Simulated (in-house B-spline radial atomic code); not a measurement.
## Ionising neutral argon with different functionals

Computed with a B-spline radial code for spherical atoms: four-component Dirac-Coulomb Hamiltonian, Fermi nucleus of rms radius 3.4274 fm, spin-restricted, spherical fractional occupations for the functionals. The ionisation energy is the difference of two self-consistent energies, [Ne] 3s2 3p6 → [Ne] 3s2 3p5, without Breit or QED terms; ε is the level of the shell that loses the electron (mean over j). The electron is taken from both j subshells in proportion to 2j + 1, so the result is a j average, not the step between ground levels.

Hybrids are left out here: with spherical fractional occupations of an open shell their exact exchange keeps a self-interaction that integer-occupation calculations don't have.

```tsv
method	rung	ΔSCF (eV)	-ε(3p) (eV)
LDA VWN5	LDA	16.16	10.39
relativistic LDA	LDA	16.16	10.39
LDA PW92	LDA	16.16	10.38
LDA exchange-only	LDA	14.77	9.07
PBE	GGA	16.06	10.27
PBEsol	GGA	16.01	10.23
BLYP	GGA	15.92	10.14
RPBE	GGA	16.03	10.24
PW91	GGA	16.12	10.33
BP86	GGA	16.14	10.36
AM05	GGA	15.99	10.21
OLYP	GGA	16.04	10.22
```

(1) How do they compare with the NIST value?

Results:

(1) NIST lists 15.760 eV (measured, ground level to ground level). Errors run from -0.99 to +0.40 eV; BLYP is closest (+0.16 eV), but part of that can be cancellation, since the calculations leave out Breit-QED terms, spin polarisation, the choice among j levels, multiplet and fine-structure energies.
